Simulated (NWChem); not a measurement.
Molecule: CH6CdGe; SMILES [CH3][Cd][GeH3]

Not confirmed as a minimum by frequencies. def2 effective core potentials on Cd; no spin-orbit coupling.

**Question.** Give the equilibrium geometry at PBE0/def2-SVP with def2 effective core potentials on Cd (NWChem) as a list of bonds and angles, with the point group.

**Answer.** point group C3; any orientation.
Bonds (Å): Cd1–C2 2.127, Cd1–Ge6 2.549, C2–H3 1.101, C2–H4 1.101, C2–H5 1.101, Ge6–H7 1.547, Ge6–H8 1.547, Ge6–H9 1.547. Bond angles (°): C2–Cd1–Ge6 180.0, Cd1–C2–H3 110.7, Cd1–C2–H4 110.7, Cd1–C2–H5 110.7, H3–C2–H4 108.2, H3–C2–H5 108.2, H4–C2–H5 108.2, Cd1–Ge6–H7 112.7, Cd1–Ge6–H8 112.7, Cd1–Ge6–H9 112.7, H7–Ge6–H8 106.1, H7–Ge6–H9 106.0, H8–Ge6–H9 106.1.
